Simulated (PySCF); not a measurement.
**How methods differ on the ionisation energy of Bi⁴⁹⁺**

Bi⁴⁹⁺ [Ar] 3d10 4s2 4p4 (3P) → Bi⁵⁰⁺ [Ar] 3d10 4s2 4p3 (4S), as a difference of total energies. All numbers are calculated (PySCF 2.14, scalar relativity by spin-free X2C-1e, in an even-tempered Gaussian basis (18 s from 5.9 bohr⁻², ratio 2.5; 14 p from 7.6 bohr⁻², ratio 2.5; 8 d from 14 bohr⁻², ratio 2.5; 4 f from 40 bohr⁻², ratio 2.7; 4 g from 60 bohr⁻², ratio 2.7)). Correlated levels: outer shells: [Ne] frozen; virtual orbitals above 40 to 60 times the deepest correlated orbital energy dropped. The calculations carry no spin-orbit coupling.

```tsv
method	ionisation energy (eV)
UHF	2813.7
PBE	2816.9
PBE0	2816.6
r2SCAN	2816.2
MN15	2823.1
MP2 (outer shells)	2815.3
SCS-MP2 (outer shells)	2815.2
```

Question: Estimate what BLYP gives.

Answer: 2817.1 eV, closest to PBE among the rows shown.

Question: Estimate what LDA gives.

Answer: 2817.6 eV, closest to PBE among the rows shown.

Spin-orbit coupling is strong in these open shells (close to jj coupling). The scalar numbers leave it out and a first-order estimate fails, so it can dominate the gap to the real levels.

Breit and QED terms and the two-electron picture change are absent.

For comparison: 2771 ± 4 eV (theoretical estimate listed by NIST; NIST Atomic Spectra Database, ionization energies).
